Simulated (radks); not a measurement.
Question: These are the eigenvalues of the occupied orbitals of an atom or ion with whole-number occupations (hartree). Calculated with a radial shooting solver on a logarithmic mesh with Libxc functionals: Dirac Kohn-Sham, PBEsol, spin-unpolarised, spherical densities, finite nucleus; Fermi nuclear charge, rms radius of each element as measured or else 0.836 A^(1/3) + 0.57 fm.

1s1/2: -314.6831
2s1/2: -49.19324
2p1/2: -44.65269
2p3/2: -44.00564
3s1/2: -15.16940
3p1/2: -13.72547
3p3/2: -13.60538

Which element is it, and in what charge state? The configuration may be excited. Open shells, if any, are shared by 2j + 1.

Answer: Z = 28, nickel, charge +12: Ni12+ in [Ne] 3s2 3p4. The list shows which subshells hold electrons but not how many an open one holds; the 1s level, -314.68 hartree, gives Z - s = 25.1 by -(Z - s)^2/2, which with screening and relativity narrows Z to a few neighbours, and the depths of the outer levels then fix element, charge and occupations together.
